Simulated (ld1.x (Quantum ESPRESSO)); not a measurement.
lead: one change to an RRKJ potential, before and after

lead (Pb), norm-conserving RRKJ (Kleinman–Bylander form), made with ld1.x (Quantum ESPRESSO) 7.5 (LDA (PZ), scalar-relativistic). Core [Xe] 4f14, reference 5d10 6s2 6p0 (charge +2). Waves: 6s (bound): rc 1.80 bohr; 6p (bound, empty): rc 1.80 bohr; 5d (bound): rc 1.35 bohr. Local part: the d channel. Core correction: a·sin(br)/r model core, default radius (core density twice the valence density). rho0 = 0.02.

Change: wave 6s (bound): rc 1.80 bohr becomes 6s (bound): rc 2.64 bohr.

Cutoffs: the cutoffs (Ry, on a coarse ladder) from which the occupation-weighted sum of valence levels, in a spherical-Bessel basis at the reference potential, stays within 10 and 1 mRy of its value at 400 Ry; they do not see the model core or the augmentation charge, which bear on the density cutoff. Errors are all-electron minus pseudo energies relative to the spin-unpolarised reference configuration.

Q: Predict the effect on cutoff, ghosts and configuration errors.

A: The potential gets neither clearly harder nor softer (70 Ry and 100 Ry → 70 Ry and 100 Ry); both files keep a bound ghost (p, s); of the 9 tests that both files solve, the error grows in 3 and shrinks in 1 by more than 15 % and 0.3 meV (median size 46.7 → 44.6 meV).

```csv
quantity,base,changed
"cutoff, loose",70 Ry,70 Ry
"cutoff, tight",100 Ry,100 Ry
loose cutoff by channel (10 mRy a level),"s 30 Ry, d 45 Ry","s 18 Ry, d 45 Ry"
bound ghosts,"s, p","s, p"
"error for 5d10 6s2 6p2, meV [ΔE -20.59 eV]",-47,-45
"error for 5d10 6s2 6p1, meV [ΔE -13.76 eV]",-3.2,-2.6
"error for 5d10 6s1 6p0, meV [ΔE 32.88 eV]",-18,-26
"error for 5d10 6s0 6p0, meV [ΔE 76.07 eV]",-60,-108
"error for 5d10 6s0 6p4, meV [ΔE -2.56 eV]",-23,-39
"error for 5d9 6s2 6p3, meV [ΔE -1.36 eV]",-142,-148
"error for 5d10 6s2 6p2.3, meV [ΔE -21.45 eV]",-65,-63
"error for 5d10 6s2 6p2 (spin-polarised), meV [ΔE -21.05 eV]",-67,-65
"error for 5d10 6s2 6p1 (spin-polarised), meV [ΔE -13.91 eV]",-6.5,-5.8
```

 A true bound ghost makes a file unfit for plane-wave use even where its test errors are small: the radial tests pick states by their node count and pass the ghost by.
